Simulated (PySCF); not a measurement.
# A small calculation by hand: oscillator strength and radiative lifetime

FHSSi, SMILES F[Si]S (connectivity only; charge and spin as stated), neutral, multiplicity 1.

Coordinates come from a PBE-D3(BJ)/def2-TZVP optimisation. The values are those of a single conformer.

TDDFT-B3LYP/def2-SVPD in PySCF puts the first singlet state with f over 0.02 at 4.01 eV (vertical), with the transition dipole (0.000, 0.000, -0.547) in atomic units.

Q: Find the oscillator strength, the wavelength and the radiative lifetime that this transition would have in vacuum if emission retraced absorption.

A: 
|μ|² = 0.2992 au, so |μ| = 1.39 D. ΔE = 4.01/27.211 = 0.1474 hartree. f = (2/3) ΔE |μ|² = 0.029 (the program prints 0.029).
λ = 1239.84/4.01 = 309 nm; ν = 32343 cm⁻¹.
Einstein's coefficient A = 0.6670 ν² f s⁻¹ (ν in cm⁻¹) = 2.1e7 s⁻¹, so τ = 1/A = 49 ns. This state is S1. The figure is the radiative limit of this one transition; relaxation, internal conversion, crossing to triplets and a medium change what is measured.
